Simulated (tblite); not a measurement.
Species: C6H8ClFO.
Atom-mapped SMILES: `[CH2:1]=[CH:2][CH2:3][C@@H:4]1[O:5][C@:6]1([F:7])[CH2:8][Cl:9]` (hydrogens: H10, H11 on C1; H12 on C2; H13, H14 on C3; H15 on C4; H16, H17 on C8)

Computed with GFN2-xTB (tblite), gas phase: nudged elastic band of 9 images (0 to 8), spring 0.2 eV/Å², climbing image at the end, force threshold 0.05 eV/Å. The top image wasn't refined or checked by frequencies; at this threshold it can lie a kcal/mol or more above the true saddle point of the method.

The band describes a rotation about C6–C8 (sp3 C–F carbon, sp3 C–Cl carbon), followed by the dihedral F7–C6–C8–Cl9, from the optimised start (87°) to a second optimised geometry at -151°.

**Question.** How does the energy change from image to image?

**Answer.** 
| image | dihedral (°) | E (kcal/mol) | C6–C8 (Å) | F7···Cl9 (Å) | largest true force (eV/Å) |
| --- | --- | --- | --- | --- | --- |
| 0 | 87 | 0.00 | 1.504 | 3.34 | 0.01 |
| 1 | 102 | 0.33 | 1.507 | 3.51 | 0.04 |
| 2 | 116 | 1.21 | 1.510 | 3.66 | 0.06 |
| 3 | 130 | 2.20 | 1.512 | 3.78 | 0.06 |
| 4 | 147 | 2.87 | 1.513 | 3.88 | 0.05 |
| 5 | 162 | 2.96 | 1.513 | 3.93 | 0.05 |
| 6 | 179 | 2.59 | 1.512 | 3.95 | 0.04 |
| 7 | -166 | 2.11 | 1.513 | 3.93 | 0.03 |
| 8 | -151 | 1.87 | 1.514 | 3.88 | 0.01 |

Barriers of this band. The top is image 5 at 162°: 2.96 kcal/mol forward and 1.09 kcal/mol back; the end lies 1.87 kcal/mol above the start. The central bond is 0.009 Å longer at the top than at the start.

**Question.** What rate follows at 350 K for crossing this barrier forward?

**Answer.** Taking the electronic barrier for the free energy of activation (no zero-point or entropy terms, transmission 1), rate = (kT/h)·exp(−ΔE/kT) ≈ 1 × 10^11 s⁻¹, whose inverse is 1 × 10^-11 s. An error of 1 kcal/mol in the barrier changes this by a factor of 4, and the method and the loose band can each miss by that much or more.

**Question.** How would the two end points share their population at 350 K, from these energies alone?

**Answer.** exp(−ΔE/kT) with ΔE = 0.081 eV gives 0.068 for the higher one (end) against 1 for the lower, without vibrational, rotational or degeneracy terms.

What follows is the cost of the whole band run. Time: 4.8 s wall; peak memory 0.18 GiB. Hardware: Arm Neoverse V1, one thread, shared host with 32 logical CPUs at a one-minute load of 9.4.
